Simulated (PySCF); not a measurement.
C, triplet. Base run: MP2/6-31G* (PySCF).

The PySCF input:
```python
from pyscf import gto, scf, mp

mol = gto.Mole()
mol.atom = '''
    C     0.000000    0.000000    0.000000
'''
mol.basis = '6-31g*'
mol.charge = 0
mol.spin = 2
mol.verbose = 4
mol.build()

mf = scf.UHF(mol)
mf.kernel()

pt = mp.MP2(mf)
pt.kernel()
print('E(MP2) = %.10f' % pt.e_tot)
```

The base run was repeated with changes; each row names its change, and settings that it needs were set with it.

| change | ΔE vs base (mEh) | MP2 correlation (Eh) | basis functions |
|---|---|---|---|
| base | 0.000 | -0.05251 | 14 |
| cart = on | ___ | ___ | ___ |
| density fitting = JK and correlation | -0.169 | -0.05269 | 14 |
| frozen = 2 | 47.192 | -0.00532 | 14 |
| method = ccsd | -18.740 | -0.05251 | 14 |
| method = cisd | -18.429 | - | 14 |
| method = ccsd(t) | -19.688 | -0.05251 | 14 |
| frozen = 1 | ___ | ___ | 14 |

Task: Fill in the missing entries.

Result: 
- cart = on, ΔE vs base (mEh): -3.415
- cart = on, MP2 correlation (Eh): -0.05565
- cart = on, basis functions: 15
- frozen = 1, ΔE vs base (mEh): 1.650
- frozen = 1, MP2 correlation (Eh): -0.05086

Open shells are given as the SCF converged; they aren't shown to be the lowest states, and a large step between rows can be another state.
